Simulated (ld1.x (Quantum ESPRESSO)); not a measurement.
Values are calculated unless marked as measured or tabulated.
# Pseudopotentials across the periodic table

Generated with ld1.x 7.5 (TM, RRKJ, ultrasoft, PAW), atompaw 4.2 or ONCVPSP 4.0.1. The cutoff is in Ry: for ld1.x and atompaw files where the sum of valence levels is converged to 10 mRy in a Bessel basis, for ONCV files where the hardest occupied wave has 1 mHa per electron of residual kinetic energy. The error is the largest all-electron minus pseudo excitation energy over each file’s own four to seven test configurations (ionisations up to +4, promotions, holes and added fractions of an electron), all of which were solved. The labels leave out finer settings (local radius, basis sizes, second energies), which also bear on the numbers. Spin-polarised tests are not counted. The rows are a selection from randomly drawn settings: files with unsolved tests, undetermined cutoffs or missed reference levels are left out.

A true bound ghost makes a file unfit for plane-wave use even where its test errors are small: the radial tests pick states by their node count and pass the ghost by.

```tsv
element	potential	cutoff (Ry)	largest error (meV)	bound ghosts
H	ultrasoft, LDA (PZ), scalar-relativistic, rc 1.35 (s), local smoothed, core correction no, reference 1s0.75	12	+0.4	none
O	TM, PBE, scalar-relativistic, rc 0.85/1.60 (sp), local smoothed, core correction no, reference 2s1.5 2p4.5	70	+3321	none
Ni	ultrasoft, LDA (PZ), fully relativistic, rc 2.00/3.75/1.05 (spd), local smoothed, core correction no, reference 3d8 4s2 4p0	120	-158	none
Ni	TM semilocal, BLYP, scalar-relativistic, rc 2.10/1.95/1.00 (spd), local p, core correction yes, reference 3d8 4s1 4p0	230	-1069	none
Se	ultrasoft, PBE, scalar-relativistic, rc 1.60/2.10 (sp), local smoothed, core correction yes, reference 4s1.5 4p4.5	15	-148	none
Ce	TM, PBE, non-relativistic, rc 3.20/3.40/3.00 (spd), local d, core correction yes, reference 5d1.5 6s1.5 6p0	12	-396	s, p
Pt	TM semilocal, PW91, scalar-relativistic, rc 1.15/1.50/2.15 (spd), local s, core correction no, reference 5s2 5p6 5d9 6s0 6p0	120	+635	none
```

Task: Fill in the row for Ti: TM semilocal, PBEsol, scalar-relativistic, rc 0.84/1.65/1.10 (spd), local d, core correction no, reference 3s2 3p6 3d2 4s0 4p0.

Result: cutoff 140 Ry, largest error +140 meV, bound ghosts: none.
